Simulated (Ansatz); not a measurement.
Consider the formal hydrolysis of the Si–Br bond: `OB(F)[SiH2]Br` + H₂O → `O[SiH2]B(O)F` + HBr.

Computed with Ansatz on PBE0-D4/def2-TZVP structures; ΔE is electronic, products minus reactants. CCSD(T)/CBS adds triple-zeta CCSD(T) − MP2 to the extrapolated MP2 energy (def2 sets, frozen cores). This one scheme is used for every species. Functionals use def2-TZVPP. For Br outer-core shells are correlated without core-valence functions, which leaves a few kJ/mol of doubt a bond. Scalar relativity is left out up to krypton. One conformer a species, not always the lowest.

`OB(F)[SiH2]Br`:

Cartesian coordinates in Å:
```
O 0.185 1.874 0.413
B -0.665 0.869 0.147
F -1.961 1.152 0.131
Si -0.026 -1.028 -0.222
Br 2.212 -0.929 -0.068
H 1.108 1.595 0.408
H -0.496 -2.020 0.775
H -0.356 -1.513 -1.585
```

H₂O:

Z-matrix (Å, degrees):
```
O
H 1 0.960
H 1 0.960 2 105.1
```

`O[SiH2]B(O)F`:

```xyz
9

O     1.546   -1.491   -0.174
Si    0.112   -0.954    0.451
B    -0.377    0.868   -0.311
O    -1.611    1.388   -0.162
F     0.550    1.587   -0.964
H     2.225   -0.834   -0.332
H    -0.904   -1.979    0.108
H     0.171   -0.849    1.939
H    -1.713    2.264   -0.554
```

HBr:

Z-matrix (Å, degrees):
```
Br
H 1 1.420
```

(1) Is it downhill or uphill in electronic energy at CCSD(T)/CBS, and by how much? (Best estimate.)

(2) What do these levels give: PBE-D4, revPBE-D4, BLYP-D4, revPBE, PBE0, CAM-B3LYP, LC-ωPBE, RPA@PBE/def2-TZVPP, CCSD/def2-SVP, MP2/def2-TZVPP, CCSD/def2-TZVPP, CCSD(T)/def2-TZVPP? (Best estimate.)

Largest T1 diagnostic among the species: 0.013.

Answers

(1) The calculation gave: Uphill: ΔE = +21.5 kJ/mol.

(2) Computed: PBE-D4 25.5, revPBE-D4 26.4, BLYP-D4 13.9, revPBE 22.1, PBE0 22.8, CAM-B3LYP 5.0, LC-ωPBE 16.1, RPA@PBE/def2-TZVPP 9.7, CCSD/def2-SVP 11.3, MP2/def2-TZVPP 18.7, CCSD/def2-TZVPP 11.8, CCSD(T)/def2-TZVPP 14.0 kJ/mol.

In def2-TZVPP, CCSD(T) changes the Hartree–Fock value by +9.5 kJ/mol (the triples alone add +2.3 kJ/mol) and MP2 by +14.3 kJ/mol. At CCSD(T), def2-SVP lies −9.2 kJ/mol from the extrapolated value and def2-TZVPP −7.5 kJ/mol. The D4 term adds +5.4 kJ/mol with B3LYP and +2.8 kJ/mol with PBE0; it sums over pairs of atoms, weighted by their polarisabilities, and B3LYP, whose exchange is more repulsive, gets the larger term.

B3LYP here is the variant with VWN-RPA as its local correlation; programs differ in this.
